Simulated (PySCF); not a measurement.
PySCF input (M06-2X/6-31G* with LANL2DZ past Ar (5d)):

```python
from pyscf import gto, dft

mol = gto.M(
    atom='''
    F    -0.09567700   -1.80634000    1.30959800
    Si   -0.04468000   -0.89020800    0.01851400
    F    -0.08831700   -1.85959600   -1.23335700
    I    -2.00123600    0.53019000   -0.01689600
    I     2.04428300    0.32747700   -0.00094200
    ''',
    basis={'default': '6-31g*', 'I': 'lanl2dz'},
    ecp={'I': 'lanl2dz'},
    charge=1,
    spin=1,
    verbose=4,
)

mf = dft.UKS(mol, xc='m062x')
mf.grids.level = 4
mf.conv_tol = 1e-9
mf.max_cycle = 100
mf.max_memory = 1500
mf.kernel()
if not mf.converged:
    mf = mf.newton()
    mf.kernel(mf.make_rdm1())
mo, _, stable, _ = mf.stability(return_status=True)
if not stable:
    mf.kernel(mf.make_rdm1(mo, mf.mo_occ))
    stable = mf.stability(return_status=True)[2]
mf.dip_moment()
```

Output:

```
PySCF version 2.14.0

[INPUT] verbose = 4
[INPUT] num. atoms = 5
[INPUT] num. electrons = 45
[INPUT] charge = 1
[INPUT] spin (= nelec alpha-beta = 2S) = 1
[INPUT] symmetry False subgroup None
[INPUT] Mole.unit = angstrom
[INPUT] Symbol           X                Y                Z      unit          X                Y                Z       unit  Magmom
[INPUT]  1 F     -0.095677000000  -1.806340000000   1.309598000000 AA   -0.180803326420  -3.413487887847   2.474781553278 Bohr   0.0
[INPUT]  2 Si    -0.044680000000  -0.890208000000   0.018514000000 AA   -0.084432963246  -1.682249313897   0.034986389470 Bohr   0.0
[INPUT]  3 F     -0.088317000000  -1.859596000000  -1.233357000000 AA   -0.166894942143  -3.514127142337  -2.330706943815 Bohr   0.0
[INPUT]  4 I     -2.001236000000   0.530190000000  -0.016896000000 AA   -3.781787950620   1.001913893983  -0.031928812601 Bohr   0.0
[INPUT]  5 I      2.044283000000   0.327477000000  -0.000942000000 AA    3.863134991104   0.618841842094  -0.001780122009 Bohr   0.0

nuclear repulsion = 190.822874517509
number of shells = 28
number of NR pGTOs = 129
number of NR cGTOs = 62
basis = {'default': '6-31g*', 'I': 'lanl2dz'}
ecp = {'I': 'lanl2dz'}

******** <class 'pyscf.dft.uks.UKS'> ********
method = UKS
initial guess = minao
damping factor = 0
level_shift factor = 0
DIIS = <class 'pyscf.scf.diis.CDIIS'>
diis_start_cycle = 1
diis_space = 8
diis_damp = 0
SCF conv_tol = 1e-09
SCF conv_tol_grad = None
SCF max_cycles = 100
direct_scf = True
direct_scf_tol = 1e-13
number electrons alpha = 23  beta = 22
XC library pyscf.dft.libxc version 7.1.2
    S. Lehtola, C. Steigemann, M. J. T. Oliveira, and M. A. L. Marques,  SoftwareX 7, 1–5 (2018)
XC functionals = m062x
    Y. Zhao and D. G. Truhlar,  Theor. Chem. Acc. 120, 215 (2008)
    Y. Zhao and D. G. Truhlar,  Theor. Chem. Acc. 120, 215 (2008)
radial grids:
    Treutler-Ahlrichs [JCP 102, 346 (1995); DOI:10.1063/1.469408] (M4) radial grids

becke partition: Becke, JCP 88, 2547 (1988); DOI:10.1063/1.454033
pruning grids: <function nwchem_prune>
grids dens level: 4
symmetrized grids: False
atomic radii adjust function: <function treutler_atomic_radii_adjust>
small_rho_cutoff = 0
Set gradient conv threshold to 3.16228e-05
tot grids = 149768
init E= -505.488025314129
  alpha nocc = 23  HOMO = -0.10497472458025  LUMO = 0.0494780660918241
  beta  nocc = 22  HOMO = -0.114899978170534  LUMO = -0.10497472458025

WARN: HOMO -0.10497472458025 >= LUMO -0.10497472458025

cycle= 1 E= -511.19206595486  delta_E= -5.7  |g|= 0.72  |ddm|= 3.69
  alpha nocc = 23  HOMO = -0.517392489011073  LUMO = -0.316240736283198
  beta  nocc = 22  HOMO = -0.535277997184856  LUMO = -0.517256780067102

WARN: HOMO -0.517392489011073 >= LUMO -0.517256780067102

cycle= 2 E= -510.673852788882  delta_E= 0.518  |g|= 1.26  |ddm|= 1.86
  alpha nocc = 23  HOMO = -0.580554951925894  LUMO = -0.283732926134599
  beta  nocc = 22  HOMO = -0.575954071070755  LUMO = -0.505274258445962
  HOMO = -0.575954071071  LUMO = -0.505274258446  gap/eV = 1.92330
cycle= 3 E= -511.523908765412  delta_E= -0.85  |g|= 0.217  |ddm|= 1.24
  alpha nocc = 23  HOMO = -0.54166131186916  LUMO = -0.233853481012781
  beta  nocc = 22  HOMO = -0.531037062128358  LUMO = -0.438930215735033
  HOMO = -0.531037062128  LUMO = -0.438930215735  gap/eV = 2.50635
cycle= 4 E= -511.539283884573  delta_E= -0.0154  |g|= 0.0664  |ddm|= 0.138
  alpha nocc = 23  HOMO = -0.552818069885522  LUMO = -0.236834068188939
  beta  nocc = 22  HOMO = -0.536214420692283  LUMO = -0.435623629288139
  HOMO = -0.536214420692  LUMO = -0.435623629288  gap/eV = 2.73721
cycle= 5 E= -511.541949774595  delta_E= -0.00267  |g|= 0.0154  |ddm|= 0.0808
  alpha nocc = 23  HOMO = -0.553047980397192  LUMO = -0.239313880359783
  beta  nocc = 22  HOMO = -0.535958772091195  LUMO = -0.433748033185568
  HOMO = -0.535958772091  LUMO = -0.433748033186  gap/eV = 2.78130
cycle= 6 E= -511.542058100424  delta_E= -0.000108  |g|= 0.00616  |ddm|= 0.0181
  alpha nocc = 23  HOMO = -0.553411136019259  LUMO = -0.238734192528204
  beta  nocc = 22  HOMO = -0.535736937405859  LUMO = -0.43297032339945
  HOMO = -0.535736937406  LUMO = -0.432970323399  gap/eV = 2.79642
cycle= 7 E= -511.542094295189  delta_E= -3.62e-05  |g|= 0.00123  |ddm|= 0.00997
  alpha nocc = 23  HOMO = -0.553442072213928  LUMO = -0.238775168113243
  beta  nocc = 22  HOMO = -0.53564319005744  LUMO = -0.432805171161743
  HOMO = -0.535643190057  LUMO = -0.432805171162  gap/eV = 2.79837
cycle= 8 E= -511.54209623246  delta_E= -1.94e-06  |g|= 0.000331  |ddm|= 0.00289
  alpha nocc = 23  HOMO = -0.553450472363005  LUMO = -0.238790758113497
  beta  nocc = 22  HOMO = -0.535641537696914  LUMO = -0.432813364863394
  HOMO = -0.535641537697  LUMO = -0.432813364863  gap/eV = 2.79810
cycle= 9 E= -511.542096303892  delta_E= -7.14e-08  |g|= 0.000261  |ddm|= 0.000948
  alpha nocc = 23  HOMO = -0.553457803600896  LUMO = -0.23879978094479
  beta  nocc = 22  HOMO = -0.535643453362873  LUMO = -0.432822014397178
  HOMO = -0.535643453363  LUMO = -0.432822014397  gap/eV = 2.79791
cycle= 10 E= -511.542096386996  delta_E= -8.31e-08  |g|= 4.43e-05  |ddm|= 0.000493
  alpha nocc = 23  HOMO = -0.553456730381059  LUMO = -0.238798820432738
  beta  nocc = 22  HOMO = -0.535637112028245  LUMO = -0.432820756977975
  HOMO = -0.535637112028  LUMO = -0.432820756978  gap/eV = 2.79778
cycle= 11 E= -511.542096393573  delta_E= -6.58e-09  |g|= 1.37e-05  |ddm|= 0.000171
  alpha nocc = 23  HOMO = -0.553457267937802  LUMO = -0.23879977142929
  beta  nocc = 22  HOMO = -0.535635850242427  LUMO = -0.432822301481067
  HOMO = -0.535635850242  LUMO = -0.432822301481  gap/eV = 2.79770
cycle= 12 E= -511.54209639482  delta_E= -1.25e-09  |g|= 6.62e-06  |ddm|= 7.64e-05
  alpha nocc = 23  HOMO = -0.553456469072557  LUMO = -0.23879943791464
  beta  nocc = 22  HOMO = -0.535634281433904  LUMO = -0.432821764188132
  HOMO = -0.535634281434  LUMO = -0.432821764188  gap/eV = 2.79767
cycle= 13 E= -511.542096395198  delta_E= -3.77e-10  |g|= 5.24e-06  |ddm|= 4.09e-05
  alpha nocc = 23  HOMO = -0.553456631446924  LUMO = -0.23879945215967
  beta  nocc = 22  HOMO = -0.535634145960442  LUMO = -0.432822014534731
  HOMO = -0.53563414596  LUMO = -0.432822014535  gap/eV = 2.79766
Extra cycle  E= -511.542096395346  delta_E= -1.48e-10  |g|= 5.21e-06  |ddm|= 2.29e-05
converged SCF energy = -511.542096395346  <S^2> = 0.75556183  2S+1 = 2.0055541
uhf_internal: lowest eigs of H = [0.01369263 0.0413387  0.09068849]
<class 'pyscf.dft.uks.UKS'> wavefunction is stable in the internal stability analysis

WARN: System has nonzero charge 1; the dipole moment is origin-dependent.
Location of origin: [0. 0. 0.]

Dipole moment(X, Y, Z, Debye):  0.07504,  1.45509, -0.03017
```

The dipole moment of an ion depends on the origin.

The geometry given is a B3LYP-D3(BJ)/def2-TZVP minimum of the species of charge 0 and multiplicity 1, not of this state.
